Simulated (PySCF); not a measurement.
These 2 structures share the formula C4H6OSi. The calculation used PBE0-D3(BJ)/def2-SVP geometry optimisation, gas phase in PySCF. Energies are electronic, without zero-point or thermal terms, for one conformer each. No frequencies were run at this level. Point groups hold within 0.08 Å.

Question: Order them by energy at this level, lowest first, and give relative energies in kJ/mol.
A. `[SiH3]c1ccco1`
B. `O=CC#CC[SiH3]`

Answer: A (0.0), B (161.9).

As drawn, the lower has an aromatic ring, which the higher lacks; the higher has a C=O bond and a C≡C bond, which the lower lacks.

| SMILES | E (Eh) | E rel (kJ/mol) | dipole (D) | point group | A, B, C (MHz) |
| --- | --- | --- | --- | --- | --- |
| [SiH3]c1ccco1 | -520.08069 | 0.0 | 1.01 | Cs | 8424, 1983, 1636 |
| O=CC#CC[SiH3] | -520.01902 | 161.9 | 3.90 | C1 | 9895, 976.4, 930.8 |

How do the relative energies change in single points at CAM-B3LYP/def2-SVPD (no added dispersion term) on the same geometries?

| SMILES | PBE0-D3(BJ)/def2-SVP (kJ/mol) | CAM-B3LYP/def2-SVPD (kJ/mol) | shift |
| --- | --- | --- | --- |
| [SiH3]c1ccco1 | 0.0 | 0.0 | 0.0 |
| O=CC#CC[SiH3] | 161.9 | 145.7 | -16.2 |

Each column counts from its own lowest isomer. The order is unchanged; the largest shift is 16.2 kJ/mol.
